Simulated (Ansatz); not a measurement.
## CoO: shapes and states compared

Program: Ansatz, Gaussian basis, development build. Basis cc-pwCVTZ-DK on Co, cc-pVTZ-DK on O, scalar X2C without spin–orbit coupling, 6 orbitals frozen in the corrections; active space CAS(13,9), shells under the valence barred from it. Restricted Hartree–Fock, then the lowest state-specific CASSCF solution met for each case. On stretched bonds single-reference methods can fail or change state. Unlike active orbitals can shift such differences by tenths of an eV, at times by over 1 eV. The orbital stability of a CASSCF solution shown is undecided.

Case A, quartet: bond length 1.6290 Å.

Case B, doublet: the shape of A.

Energy less that of case A, in eV:

```
case  RHF/ROHF  CASSCF
   B    +2.648  +0.869
```

(1) Give the SC-NEVPT2 energies against case A.

(2) Which case is lowest, and do the methods agree?

Results:

(1) B: +1.029 eV (23.7 kcal/mol).

(2) A is lowest in SC-NEVPT2. Of the methods shown, RHF/ROHF, CASSCF agree.
